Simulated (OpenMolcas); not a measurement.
## Fe II: effect of the basis set

| Item | Value |
| --- | --- |
| Program | OpenMolcas |
| Method | SS-CASPT2, IPEA 0.25 Eh, imaginary shift 0.1 Eh (closed shells correlated: 3s 3p) |
| Active space | 7 electrons in 6 orbitals (3d 4s) |
| State averaging | 2S+1 = 6 even, 6 roots; 2S+1 = 4 even, 40 roots kept (CI in the orbitals of an earlier block); 2S+1 = 2 even, 57 roots kept (CI in the orbitals of an earlier block) |
| Spin-orbit coupling | state interaction with AMFI integrals over the reference wave functions, term energies averaged over their components |

A. ANO-R2 [6s5p4d2f1g], X2C, finite nucleus; CASPT2 step of the order of 50 core-seconds
B. ANO-RCC-VQZP [7s6p4d3f2g1h], DKH2, point nucleus; CASPT2 step roughly 90 core-seconds
C. ANO-R3 [7s5p5d3f2g1h], X2C, finite nucleus; CASPT2 step of the order of 80 core-seconds

Energies in cm⁻¹ above 3d⁶ 4s ⁶D_9/2, the measured ground level; measured values from NIST Handbook of Basic Atomic Spectroscopic Data.

```
                Level      A      B      C  Measured
        3d⁶ 4s ⁶D_9/2    0.0    0.0    0.0       0.0
        3d⁶ 4s ⁶D_7/2    388    387    389       385
        3d⁶ 4s ⁶D_5/2    678    676    679       668
        3d⁶ 4s ⁶D_3/2    881    878    881       863
        3d⁶ 4s ⁶D_1/2   1000    997   1001       977
     3d⁶ 4s ⁴D_7/2(1)   7590   7240   7230      7955
     3d⁶ 4s ⁴D_5/2(1)   8050   7690   7680      8392
     3d⁶ 4s ⁴D_3/2(1)   8350   7990   7990      8680
     3d⁶ 4s ⁴D_1/2(1)   8530   8170   8160      8847
       3d⁵ 4s² ⁶S_5/2  16160  17370  17100     23318
        3d⁶ 4s ⁴P_5/2  20990  20760  20630          
        3d⁶ 4s ⁴P_3/2  21990  21750  21620          
       3d⁶ 4s ⁴H_13/2  22120  21680  21600     21252
       3d⁶ 4s ⁴H_11/2  22270  21830  21760     21430
        3d⁶ 4s ⁴H_9/2  22400  21960  21890     21582
        3d⁶ 4s ⁴H_7/2  22520  22080  22000     21712
        3d⁶ 4s ⁴P_1/2  22670  22430  22310          
        3d⁶ 4s ⁴F_9/2  23230  22920  22820          
        3d⁶ 4s ⁴F_7/2  23390  23070  22980          
        3d⁶ 4s ⁴F_5/2  23520  23210  23110          
        3d⁶ 4s ⁴F_3/2  23630  23320  23220          
        3d⁶ 4s ²P_3/2  25900  25460  25340          
3d⁶ 4s ⁴G_11/2 [61 %]  26270  25800  25730     25429
 3d⁶ 4s ⁴G_9/2 [64 %]  26670  26220  26150     25805
```

Deviations, from unrounded energies. A percentage is the sum of absolute deviations over the sum of measured energies, with the sign that they share, or ± where signs differ.

```tsv
Against measurement	Levels	A	B	C
mean absolute deviation (cm-1)	15	910	740	730
fine structure of the ground term (%)	4	+1.9	+1.6	+2.0
other terms of the ground configuration (%)	10	±3.7	±3.0	±2.8
other configurations (%)	1	-30.7	-25.5	-26.7
```

B, C lie about equally close to measurement and A furthest from it. The largest miss of C in the table is 3d⁵ 4s² ⁶S_5/2, by -6200 cm-1. The ranking rests on the paired levels alone, and a cruder setting can come out closer through cancelling errors.

The two smallest mean deviations differ by little beside CASPT2's spread within terms, so their order carries little weight.

Among A to C the level of the table that moves most is 3d⁵ 4s² ⁶S_5/2, by 1200 cm-1 (lowest in A, highest in B). Moves below CASPT2's spread within the term are not significant.

Term energies are means over components that CASPT2 splits; among the terms shown or strongly mixed into the levels shown the widest spread is 140 cm-1 (3d⁶ 4s ⁴F, C). Over all roots computed the reference weight is 0.88 to 0.93 in A, 0.88 to 0.93 in B, 0.88 to 0.93 in C; the roots of lowest weight are the least certain, and an intruder state may touch them. Terms from blocks run as CI alone lack orbitals of their own. A single d shell beside an s shell can misplace configurations of different d count against each other. No level of 3d⁷ was computed, though it lies in the active space. Measured partners are found by configuration, term and J. A level has none where our copy of the source lacks it or the pairing is in doubt (some pairs that miss far off the trend of their configuration count as doubtful), and it then counts in no deviation. Only configurations of the active space appear. The table leaves out levels that lie high or whose names do not pair safely across all columns.

A share in square brackets marks a mixed level and gives the weight of the term that names it, the lowest over the columns. A number in round brackets counts repeated terms of one configuration in the order of the reference energies.
